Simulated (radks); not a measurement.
Initial-state core-level shifts of the iron ion Fe+ when its valence configuration changes from [Ar] 3d6 4s1. All-electron calculation, scalar-relativistic Kohn-Sham, PBE, spin-polarised, spherical densities, finite nucleus; open shells are filled with parallel spins first; Fermi nuclear charge, rms radius 3.7377 fm. Program: a radial shooting solver on a logarithmic mesh with Libxc functionals. Shifts are changes of the shell-averaged eigenvalues in eV (positive: less bound); the change of the density at the nucleus, which sets a Mossbauer isomer shift, is in e/bohr^3, on a base of 1.521e+04.

valence	2s	2p	3s	3p	density at nucleus
3d4 4s1 4p2	-19.171	-18.995	-16.273	-15.796	+7.957
3d3 4s1 4p3	-30.998	-30.709	-25.546	-24.782	+13.402
3d6 4p1	-1.368	-1.371	-1.460	-1.461	-7.875
3d5 4s2	-7.289	-7.221	-6.281	-6.093	+10.719
3d5 4s1 4p1	-8.490	-8.414	-7.418	-7.211	+3.433
3d7	+5.600	+5.538	+4.991	+4.833	-9.045
3d5.5 4s1 4p0.5	-4.074	-4.038	-3.620	-3.523	+1.598
3d6 4s0.5 4p0.5	-0.692	-0.694	-0.738	-0.738	-3.882
3d5 4s1.5 4p0.5	-7.940	-7.868	-6.898	-6.702	+7.177
